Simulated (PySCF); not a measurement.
Br$_{2}$Sn, charge +1, doublet, geometry from GFN2-xTB (such geometries of metal compounds can be far from the true shape) (a state made from the parent by changing its charge; the spin is typed, not shown lowest) (all electrons, no relativity), with bond 3-1 at 1.3 times its length. Base run: M062X/STO-3G (PySCF).

Here is a job for PySCF.
```python
from pyscf import gto, scf, dft

mol = gto.Mole()
mol.atom = '''
    Sn   -0.02282736   -0.00101572    1.02101170
    Br    1.03639339    1.68673076   -0.70481009
    Br   -1.29806954   -2.19055893   -1.28621498
'''
mol.basis = 'sto-3g'
mol.charge = 1
mol.spin = 1
mol.verbose = 4
mol.build()

mf = dft.UKS(mol)
mf.xc = 'm062x'
mf.kernel()
mf.analyze()
```

Variants of this job, named by their change:

```tsv
change	ΔE vs base (mEh)	SCF cycles	<S^2>	outcome
base	0.000	23	0.774	converged
conv_tol = 1e-11	0.000	32	0.774	converged
init_guess = atom	0.000	28	0.774	converged
level_shift = 1.0 (with mf.max_cycle = 100)	-	100	-	not converged
init_guess = vsap	-15.549	27	0.753	another SCF solution
level_shift = 0.3 (with mf.max_cycle = 100)	-	100	-	not converged
init_guess = huckel	-15.549	33	0.753	another SCF solution
init_guess = mod_huckel	-15.549	29	0.753	another SCF solution
diis = off (with mf.max_cycle = 100)	-	100	-	not converged
init_guess = 1e	-15.549	26	0.753	another SCF solution
diis_space = 4	0.000	43	0.774	converged
conv_tol = 1e-7	0.000	19	0.774	converged
damp = 0.5; diis_start_cycle = 5	-15.549	23	0.753	another SCF solution
```

A guess, shift, damping, solver or small numerical setting can't move a converged solution much, so rows marked as another SCF solution ended in a different state.

Open shells are given as the SCF converged; they aren't shown to be the lowest states, and a large step between rows can be another state.
